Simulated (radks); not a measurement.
All-electron atom: Tl II in [Kr] 4d10 4f14 5s2 5p5 5d10 6s2 6p1 (not the ground configuration).

Method: scalar-relativistic Kohn-Sham, PBE, spin-unpolarised, spherical densities, finite nucleus; Fermi nuclear charge, rms radius 5.4759 fm; computed with a radial shooting solver on a logarithmic mesh with Libxc functionals.

Energy parts (hartree):
part                       energy
total                 -20237.6435
kinetic                22779.6924
electron-nucleus      -50414.5324
Hartree                 7774.7754
exchange-correlation    -377.5789

Orbitals (lengths in bohr, moments of r in powers of bohr; r(max) is where P^2 peaks; r(90%) holds 90 % of the orbital's charge):
| orbital | occ. | eigenvalue (hartree) | r(max) | <r^2> | r(90%) |
|---|---|---|---|---|---|
| 1s | 2 | -3145.662 | 0.01003 | 0.0003690 | 0.0299 |
| 2s | 2 | -560.6205 | 0.05815 | 0.005606 | 0.107 |
| 2p | 6 | -482.4562 | 0.04832 | 0.004755 | 0.102 |
| 3s | 2 | -134.2711 | 0.1639 | 0.03608 | 0.260 |
| 3p | 6 | -111.7603 | 0.1638 | 0.03727 | 0.268 |
| 3d | 10 | -88.38739 | 0.1334 | 0.03088 | 0.252 |
| 4s | 2 | -30.42604 | 0.3689 | 0.1731 | 0.561 |
| 4p | 6 | -23.04307 | 0.3890 | 0.1980 | 0.605 |
| 4d | 10 | -14.37342 | 0.3954 | 0.2231 | 0.655 |
| 5s | 2 | -5.35762 | 0.8064 | 0.8542 | 1.24 |
| 4f | 14 | -4.77845 | 0.3579 | 0.2616 | 0.743 |
| 5p | 5 | -3.32322 | 0.9010 | 1.124 | 1.44 |
| 5d | 10 | -1.04035 | 1.097 | 2.050 | 2.01 |
| 6s | 2 | -0.69545 | 1.980 | 5.864 | 3.32 |
| 6p | 1 | -0.36050 | 2.550 | 10.56 | 4.53 |
| 7s | 0 | -0.16183 | 5.348 | 38.82 | 8.43 |

The highest occupied level is 6p at -9.810 eV. The density falls to 0.001 e/bohr^3 at r = 4.26 bohr.

Run on one thread of a shared host, so times are rough (Arm Neoverse V2): 0.17 s of CPU time, 0.17 s wall, 15 iterations on 2398 mesh points.
